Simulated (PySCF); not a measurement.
## Adding and removing an electron: RbSr

ROHF-MP2; basis Rb def2-SVPD with ECP28, Sr def2-SVPD with ECP28; scalar-relativistic core potentials; PySCF 2.14. Neutral (ROHF): doublet (σ ↑), Re = 5.159 Å, ωe = 25.4 cm⁻¹, De = 0.10 eV.

RbSr⁻ (RHF): singlet (closed shell), Re = 5.074 Å, ωe = 34.4 cm⁻¹. The energies at the minima are -54.27870 hartree for RbSr and -54.29550 for RbSr⁻.

(1) Work out the adiabatic electron affinity, without and with harmonic zero-point energies (1 hartree = 27.2114 eV, 1 eV = 8065.5 cm⁻¹), and the change of the bond length.

Correlated steps freeze no core orbitals. Weak bonds: RbSr. Basis-set superposition, not corrected here, can be much of De in a small basis, most of all at correlated wavefunction levels. States were picked by a PBE0 search and need not be the measured ground states.

## Answers

(1) At MP2: 0.01680 hartree = 0.457 eV between the minima; the zero-point term (25.4 − 34.4)/2 cm⁻¹ = -0.001 eV makes it 0.457 eV. Re changes by -8.5 pm against the neutral. The electron enters a σ orbital, and the shorter bond of the ion fits a bonding orbital, or a change in how ionic the bond is.
